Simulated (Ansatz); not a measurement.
Isolated molecules relaxed with PBE0-D4/def2-TZVP in Ansatz; ΔE leaves out vibrations. CCSD(T)/CBS is the MP2 limit (def2-TZVPP, def2-QZVPP) plus CCSD(T) − MP2 in def2-TZVPP, frozen cores. This one scheme is used for every species. For Ge outer-core shells are correlated without core-valence functions, which leaves a few kJ/mol of doubt a bond. Scalar relativity is left out up to krypton. Each species was taken in one conformer, which may not be the lowest.

Consider the redistribution: `[SiH3][GeH]([Cl])[BH]Cl` + `CC[SiH3]` → `[SiH3]BCl` + `C[CH2][GeH]([SiH3])[Cl]`.

`[SiH3][GeH]([Cl])[BH]Cl`:

Z-matrix (Å, degrees):
```
Si
Ge 1 2.388
H 1 1.487 2 109.4
H 1 1.484 2 109.3 3 120.2
H 1 1.485 2 108.9 3 -119.6
Cl 2 2.173 1 105.5 3 -177.9
B 2 2.061 1 113.5 3 62.3
H 2 1.541 1 110.6 3 -63.8
Cl 7 1.726 2 121.3 1 107.2
H 7 1.194 2 121.0 1 -70.6
```

`CC[SiH3]`:

Cartesian coordinates in Å:
```
C -0.881 0.400 -1.040
C 0.210 -0.498 -0.465
Si 0.696 -0.050 1.291
H -1.141 0.113 -2.062
H -0.566 1.446 -1.063
H -1.795 0.349 -0.443
H 1.110 -0.455 -1.089
H -0.112 -1.545 -0.473
H -0.482 -0.152 2.197
H 1.201 1.350 1.348
H 1.761 -0.957 1.799
```

`[SiH3]BCl`:

Z-matrix (Å, degrees):
```
Si
B 1 2.016
H 1 1.486 2 113.0
H 1 1.490 2 108.8 3 121.4
H 1 1.490 2 109.0 3 -121.5
Cl 2 1.739 1 121.6 3 -0.7
H 2 1.194 1 122.6 3 179.4
```

`C[CH2][GeH]([SiH3])[Cl]`:

Cartesian coordinates in Å:
```
C 1.437 -0.764 0.987
C 1.029 -0.910 -0.470
Ge -0.171 0.507 -1.086
Si -2.145 0.794 0.221
Cl 0.930 2.376 -0.873
H 2.131 -1.556 1.283
H 0.574 -0.818 1.656
H 1.932 0.193 1.165
H 0.518 -1.862 -0.647
H 1.901 -0.890 -1.129
H -0.462 0.377 -2.595
H -2.978 -0.438 0.151
H -2.925 1.944 -0.300
H -1.769 1.045 1.636
```

| species | CCSD/CBS(def2) energy (Eh) |
| --- | --- |
| `[SiH3][GeH]([Cl])[BH]Cl` | -3312.57534 |
| `CC[SiH3]` | -369.97684 |
| `[SiH3]BCl` | -776.04385 |
| `C[CH2][GeH]([SiH3])[Cl]` | -2906.50284 |

Question: Work out ΔE.

Answer: ΔE = (-776.04385) + (-2906.50284) − (-3312.57534) − (-369.97684) = 0.00549 Eh = +3.4 kcal/mol. CCSD(T)/CBS gives +3.4 kcal/mol.

Largest T1 diagnostic among the species: 0.014.
